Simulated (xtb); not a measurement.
Input for xtb: GFN-FF on C2H11NSi (a complex), monomers drawn apart or pushed together.

```
$ xtb mol.xyz --gfnff --sp --chrg 0 --uhf 0
15

C     -0.97873454     0.27068684     0.08908534
N      0.42796626     0.15752885     0.47034665
H     -1.23483001    -0.54924968    -0.58361660
H     -1.12707285     1.20073525    -0.46169034
H     -1.68813673     0.25599230     0.92701826
H      0.59615197    -0.70615524     0.97161587
H      0.69621165     0.91703106     1.08415675
C      1.53386755    -0.20588960     4.69837732
Si    -0.32730041    -0.07854510     4.49834272
H      1.80683566    -1.14371728     5.18568210
H      1.91366434     0.61393134     5.31087256
H      2.04240653    -0.16812934     3.73360864
H     -0.84649130    -1.19590258     3.67310318
H     -0.70089189     1.19722755     3.84121508
H     -0.99115338    -0.13127498     5.82365037
```

Q: What total energy does the run end on?

A: -1.8416 hartree.
